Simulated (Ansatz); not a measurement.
Breaking the Ga1–H2 bond in ClGaH2 (SMILES [Cl][GaH2]) (multiplicity 1 held, fragments rigid). Energies count from the point at 1.557 Å.
Geometry at that point (charge 0, multiplicity 1):
```xyz
4

Ga    -0.00290    -0.23189    -0.67117
H     -1.40910    -0.31185    -1.33456
H      1.39794    -0.58224    -1.25326
Cl     0.00594     0.47545     1.37612
```

Restricted levels (R-, RO-) in cc, def2 and unpolarised 6-31G sets keep to the state of the molecule at rest. Unrestricted levels (U-) break spin symmetry where that is lower. Active spaces are followed from a long bond inwards. Levels need not reach the same state.

Cores are frozen in the correlated methods. Filled d and f shells under p-block atoms count as core.

Programs: Ansatz (Gaussian orbitals). Each number belongs to the level named beside it.

| level | energy at R = 4.982 Å (kcal/mol) |
|---|---|
| R-PBE/def2-TZVPP | 104.43 |
| U-PBE/def2-TZVPP | ? |
| R-r2SCAN/def2-TZVPP | ? |
| U-B3LYP/def2-TZVPP | 80.72 |
| R-SCS-MP2/def2-TZVPP | 105.16 |
| U-SCS-MP2/def2-TZVPP | 82.14 |
| U-CCSD(T)/def2-TZVPP | 81.93 |
| FIC-NEVPT4(SD) on CASSCF(2,2)/def2-TZVPP | 81.90 |
| FIC-MRCISD+Q on CASSCF(2,2)/def2-TZVPP | 82.52 |

Question: Some entries are withheld; supply them.

Answer: 
- U-PBE/def2-TZVPP, energy at R = 4.982 Å (kcal/mol): 78.08
- R-r2SCAN/def2-TZVPP, energy at R = 4.982 Å (kcal/mol): 114.25

Doubts at one or more of the structures used: a restricted determinant that unrestricted orbitals would lower (R-PBE/def2-TZVPP, R-r2SCAN/def2-TZVPP, R-SCS-MP2/def2-TZVPP); a spin-contaminated determinant (U-PBE/def2-TZVPP, U-B3LYP/def2-TZVPP, U-SCS-MP2/def2-TZVPP, U-CCSD(T)/def2-TZVPP).

Ansatz is an electronic-structure program.
